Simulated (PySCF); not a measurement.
The numbers are results of PBE-D3(BJ)/def2-TZVP // B3LYP-D3(BJ)/def2-TZVP (PySCF), not measurements. All species are isolated molecules in the gas phase. One relaxed conformer stands for a flexible species; it need not be the lowest. Excitations are Tamm–Dancoff values on a coarser integration grid. The basis has no diffuse functions, so Rydberg states are missing or too high.

Reference species (SMILES): `[CH3][Ga]([CH3])[NH2]` (neutral, multiplicity 1).

```
Quantity                                        Value
-------------------------------------------  --------
HOMO–LUMO gap                                 5.00 eV
brightest of the four lowest singlets (TDA)   6.41 eV
LUMO                                         -0.62 eV
HOMO                                         -5.62 eV
```

Changed species: `[CH3][Ga]([CH3])[CH3]` (0 of 3 CH3 replaced by NH2; the reference has 1 of 3 CH3 replaced by NH2).

**Question.** What does the change do to the HOMO–LUMO gap, brightest of the four lowest singlets (TDA), LUMO and HOMO?

**Answer.** the HOMO–LUMO gap falls by 0.16 eV, to 4.84 eV; the brightest of the four lowest singlets (TDA) decreases by 0.12 eV, to 6.29 eV; the LUMO falls by 0.73 eV, to -1.35 eV; the HOMO falls by 0.57 eV, to -6.19 eV.
